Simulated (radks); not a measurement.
Problem. Excited configurations of the gadolinium ion Gd2+: one electron is placed in a higher orbital outside [Xe] 4f7. The ground configuration is [Xe] 4f7 5d1. All-electron calculation, Dirac Kohn-Sham, BLYP, spin-unpolarised, spherical densities, finite nucleus; open shells fill j = l - 1/2 first; Fermi nuclear charge, rms radius 5.1569 fm. Program: a radial shooting solver on a logarithmic mesh with Libxc functionals. Excitation = E - E(ground); binding = E(ion) - E, where the ion is the core of charge +3; n* = 3/sqrt(2 binding) in atomic units, and the quantum defect is n - n*.

outer orbital  excitation (eV)  binding (eV)     n*  quantum defect  eigenvalue (eV)  <r> (bohr)
5f5/2                   12.098         7.911  3.934           1.066           -6.120       5.593
6p1/2                    4.623        15.386  2.821           3.179          -12.645       3.867
6d3/2                   10.505         9.504  3.589           2.411           -7.836       5.658
6f5/2                   14.622         5.387  4.768           1.232           -4.380       9.579
7s1/2                    9.983        10.027  3.495           3.505           -8.542       6.327
7p1/2                   11.479         8.530  3.789           3.211           -7.196       7.147
7d3/2                   13.996         6.014  4.512           2.488           -5.020       9.530
7f5/2                   16.156         3.853  5.637           1.363           -3.216       14.45

Estimate the row for 6s1/2.

Solution. excitation (eV) 0.475; binding (eV) 19.535; n* 2.504; quantum defect 3.496; eigenvalue (eV) -16.258; <r> (bohr) 3.320. The Delta-SCF ionisation energy is 20.010 eV (NIST Atomic Spectra Database: 20.54 eV, semi-empirical). Self-interaction in the functional shifts the binding energies and quantum defects, so they are the method's values and not measured ones. Spin polarisation and multiplet splitting are left out, so open shells lie too high by an amount that depends on their filling.

Beside tabulated values, note that spin-unpolarised runs miss the spin-polarisation part of the exchange energy of open shells.
